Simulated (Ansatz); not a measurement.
Geometry optimisation, RKS PBE/def2-SVP in Ansatz.

The input (input.yaml):

```yaml
crystal:
  periodic: [false, false, false]
  atoms:
    - { symbol: Ta, position_ang: [-0.293822, 0.583065, 0.005989] }
    - { symbol: F, position_ang: [1.580602, 0.936134, 0.219967] }
    - { symbol: "N", position_ang: [-0.370917, -0.058063, 1.893966] }
    - { symbol: H, position_ang: [-1.14874, -0.591579, 2.294576] }
    - { symbol: H, position_ang: [0.375977, 0.07209, 2.584701] }
    - { symbol: "N", position_ang: [0.137584, -0.606302, -1.527235] }
    - { symbol: H, position_ang: [-0.526326, -1.275442, -1.928183] }
    - { symbol: H, position_ang: [1.080787, -0.758476, -1.898596] }
    - { symbol: F, position_ang: [-0.732367, 2.393943, -0.372665] }
    - { symbol: F, position_ang: [-2.068536, -0.080937, -0.157771] }
    - { symbol: Si, position_ang: [1.695022, -2.386454, 1.209699] }
    - { symbol: H, position_ang: [0.387624, -2.834369, 0.625448] }
    - { symbol: H, position_ang: [2.730245, -3.422672, 0.850989] }
    - { symbol: H, position_ang: [1.58596, -2.345374, 2.712349] }
    - { symbol: H, position_ang: [2.118306, -1.072765, 0.689467] }
basis:
  gaussian: { orbitals: def2-SVP }
hamiltonian:
  xc: pbe
relax:
  f_tol: 0.03
  max_steps: 50
output:
  orbitals: {}
```

Launched with:

```bash
$ ansatz run input.yaml --threads 4 --pin off --max-ram 5120MiB --backend cpu --events-out ev --progress --plain --runs-dir out
```

Question: Where does it end, and by what steps?

Answer: It converged. The force dipped under the threshold on the way, but the program's further checks kept it going. After 13 steps the energy has fallen by 0.208 eV; H13 moved furthest, 0.82 Å.

| step | energy less start (eV) | largest force component (eV/Å) | accepted |
| --- | --- | --- | --- |
| 0 | 0.0000 | 0.685 | yes |
| 1 | -0.1428 | 0.163 | yes |
| 2 | -0.1835 | 0.276 | yes |
| 3 | -0.1637 | 0.888 | no |
| 4 | -0.1943 | 0.072 | yes |
| 5 | -0.1960 | 0.099 | yes |
| 6 | -0.1972 | 0.244 | yes |
| 7 | -0.2020 | 0.122 | yes |
| 8 | -0.2032 | 0.113 | yes |
| 9 | -0.2051 | 0.050 | yes |
| 10 | -0.2061 | 0.009 | yes |
| 11 | -0.2070 | 0.023 | yes |
| 12 | -0.2071 | 0.086 | yes |
| 13 | -0.2077 | 0.027 | yes |

```xyz
15
Properties=species:S:1:pos:R:3
Ta -0.509 0.781 -0.075
F 1.214 1.590 -0.019
N -0.175 0.108 1.771
H -0.792 -0.537 2.274
H 0.674 0.300 2.312
N 0.117 -0.330 -1.599
H -0.410 -1.122 -1.983
H 1.070 -0.303 -1.977
F -1.403 2.435 -0.386
F -2.119 -0.235 -0.073
Si 1.772 -2.820 1.389
H 0.558 -3.046 0.533
H 2.633 -4.054 1.361
H 1.356 -2.556 2.809
H 2.564 -1.657 0.865
```

The run took 40 s on 4 threads of Arm Neoverse V1, with other jobs on the host, peak memory 0.24 GiB.
